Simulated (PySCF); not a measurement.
Isomers of C3H4S. Isolated molecules, 0 K electronic values unless said otherwise. One relaxed conformer stands for each flexible species; it need not be the lowest. Strings in code marks are SMILES.

Calculation: M06-2X/def2-TZVP // PBE0-D3(BJ)/def2-TZVP (PySCF). All candidates: neutral, multiplicity 1. Excitations are Tamm–Dancoff values on a coarser integration grid. The basis has no diffuse functions, so Rydberg states are missing or too high.

- T1 excitation (TDA): 4.36 eV
- S1 excitation (TDA): 4.58 eV
- HOMO: -7.63 eV

### Question
Say which member has these values.
A) `S=C1CC1`
B) `C#CSC`
C) `C=CC=S` (C–C–C–S torsion 180°)
D) `SC1C=C1` (H–S–C–C torsion 152°)

### Answer
B, `C#CSC`. The others give `SC1C=C1` (H–S–C–C torsion 152°): 4.66 eV, 5.20 eV, -7.81 eV; `S=C1CC1`: 1.73 eV, 2.11 eV, -7.37 eV; `C=CC=S` (C–C–C–S torsion 180°): 1.70 eV, 2.10 eV, -7.76 eV
